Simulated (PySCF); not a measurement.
PySCF input for CH6N, SMILES [NH3+]C, charge +1, PBE0/pcSseg-2. Coordinates come from a PBE0-D3(BJ)/def2-TZVP optimisation. The isomer is the one that the SMILES or the coordinates give; other isomers of the formula were not compared.

```python
import numpy as np
from pyscf import gto, scf, dft
from pyscf.prop.nmr import rks as nmr

mol = gto.M(
    atom='''
    C     0.00000000    0.00000000   -0.79243548
    N     0.00000000    0.00000000    0.70450730
    H    -0.00000000   -1.03139651   -1.13711109
    H     0.89321557    0.51569825   -1.13711108
    H    -0.89321557    0.51569826   -1.13711108
    H    -0.82433501   -0.47593004    1.07813168
    H     0.00000000    0.95186009    1.07813169
    H     0.82433501   -0.47593005    1.07813168
    ''',
    basis='pcSseg-2',
    charge=1,
    spin=0,
    max_memory=1600,
    verbose=3,
)
mf = dft.RKS(mol, xc='pbe0')
mf.grids.level = 3
mf.conv_tol = 1e-10
mf.max_cycle = 100
mf.kernel()
n = nmr.NMR(mf)
n.verbose = 2
n.max_cycle_cphf = 60
sigma = n.kernel()
print('atom   isotropic/ppm   span/ppm')
for i, s in enumerate(sigma):
    w = np.linalg.eigvalsh((s + s.T) / 2)
    print(f'{mol.atom_symbol(i):2s}{i + 1:3d} {w.mean():14.3f} {w[2] - w[0]:11.3f}')
```

Log of the run:

```
converged SCF energy = -96.1375507406851
atom   isotropic/ppm   span/ppm
C   1        152.711      51.843
N   2        224.153       4.452
H   3         28.156      10.094
H   4         28.156      10.094
H   5         28.156      10.094
H   6         26.802      17.299
H   7         26.802      17.299
H   8         26.802      17.299
```

Self-consistency was reached.

Cost: about 30 core-seconds (a rough figure).
